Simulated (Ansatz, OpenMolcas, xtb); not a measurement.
# How methods differ on GeH2Cl2O (SMILES [OH][GeH]([Cl])[Cl])

The species is GeH2Cl2O (6 atoms), meant as a singlet with charge 0. SMILES: `[OH][GeH]([Cl])[Cl]`. Geometry: relaxed at PBE0-D4/def2-TZVP. This is one conformer, not always the lowest.

| atom | x (Å) | y (Å) | z (Å) |
| --- | --- | --- | --- |
| O | -0.1610 | 1.2910 | -0.6142 |
| Ge | -0.0654 | -0.1488 | 0.3789 |
| Cl | 1.9485 | -0.8626 | 0.4217 |
| Cl | -1.2524 | -1.7006 | -0.4874 |
| H | 0.1264 | 1.1520 | -1.5210 |
| H | -0.5540 | 0.2049 | 1.7757 |

Each level gives the HOMO–LUMO gap (eV). The values are calculated.

| level | kind | program | value (eV) | CPU time |
| --- | --- | --- | --- | --- |
| GFN0-xTB | semi-empirical | xtb | 6.21 | under 2 s |
| HF/cc-pVDZ | Hartree–Fock | OpenMolcas | 15.89 | 9.8 s |
| SVWN5/cc-pVDZ | LDA | OpenMolcas | 5.73 | 23 s |
| PBE/cc-pVDZ | GGA | OpenMolcas | 5.85 | 33 s |
| M06-L/cc-pVDZ | meta-GGA | OpenMolcas | 6.63 | 45 s |
| B3LYP/cc-pVDZ | global hybrid | Ansatz | 7.78 | 4 s |
| PBE0/cc-pVDZ | global hybrid | Ansatz | 8.42 | 3.9 s |
| wB97M-V/cc-pVDZ | range-separated hybrid | Ansatz | 12.81 | 27 s |
| B2PLYP/cc-pVDZ | double hybrid | Ansatz | 11.13 | 6.3 s |

All-electron rows without a relativistic Hamiltonian named are non-relativistic. The values span 5.73 to 15.89 eV. Orbital gaps aren't excitation energies, and those of double hybrids come from the SCF part alone; they tend to grow with the share of exact exchange. Times are those of the runs behind each value, whatever else they computed, on shared processors of several kinds: orders of magnitude only.
